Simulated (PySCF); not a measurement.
tetrachloroaluminate (AlCl₄), SMILES [Cl][Al-]([Cl])([Cl])[Cl], charge -1.

Coordinates come from a B3LYP-D3(BJ)/def2-SVPD optimisation.

Calculation: PySCF with IEF-PCM-PBE0/def2-SVPD.

The values are the electrostatic part of the solvation free energy, E(continuum) − E(gas) at the gas-phase geometry, in a cavity of scaled van der Waals radii (PySCF's table); cavitation and dispersion terms are not included. A continuum can't describe solvent molecules that bind to the metal. In vacuum the orbital gap is 7.78 eV.

| solvent | ε | ΔG(elec) (kcal/mol) | gap (eV) |
|---|---|---|---|
| water | 78.36 | -45.4 | 8.37 |
| 2-propanol | 19.26 | -43.5 | 8.35 |
| benzene | 2.27 | ___ | ___ |

Problem. Complete the blanks. (The exact figures need the calculation; the answer reports its results.)

Solution. 
- benzene, ΔG(elec) (kcal/mol): -25.3
- benzene, gap (eV): 8.14
